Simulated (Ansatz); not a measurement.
Reaction (redistribution): `[F][GeH2][SiH2]S` + `C[SiH](O)F` → `O[SiH](F)[SiH2]S` + `[CH3][GeH2][F]`

Program: Ansatz. Geometries: PBE0-D4/def2-TZVP. ΔE: electronic, gas phase. CBS: MP2 limit from def2 TZ/QZ plus the TZ coupled-cluster correction, frozen cores. DFT in def2-TZVPP. B3LYP here is the variant with VWN-RPA as its local correlation; programs differ in this. For Ge outer-core shells are correlated without core-valence functions, which leaves a few kJ/mol of doubt a bond. Scalar relativity is left out up to krypton. Each species was taken in one conformer, which may not be the lowest.

Question: Is it downhill or uphill in electronic energy at CCSD(T)/CBS, and by how much? (Estimate.)

Answer: The calculation gave: Uphill: ΔE = +6.7 kcal/mol.

Question: What do these levels give: r2SCAN-D4, PBE0-D4, B3LYP-D4, ωB97X-V, B2PLYP, r2SCAN, PBE0, CCSD/def2-TZVPP, CCSD(T)/def2-TZVPP, MP2/def2-QZVPP, SCS-MP2/def2-QZVPP, MP2/CBS(def2)? (Best estimate.)

Answer: Computed: r2SCAN-D4 7.1, PBE0-D4 6.5, B3LYP-D4 7.1, ωB97X-V 6.5, B2PLYP 7.4, r2SCAN 7.2, PBE0 6.9, CCSD/def2-TZVPP 7.0, CCSD(T)/def2-TZVPP 6.6, MP2/def2-QZVPP 6.9, SCS-MP2/def2-QZVPP 6.8, MP2/CBS(def2) 6.9 kcal/mol.

Largest T1 diagnostic among the species: 0.013.

In def2-TZVPP, CCSD(T) changes the Hartree–Fock value by −1.7 kcal/mol (the triples alone add −0.4 kcal/mol) and MP2 by −1.6 kcal/mol.
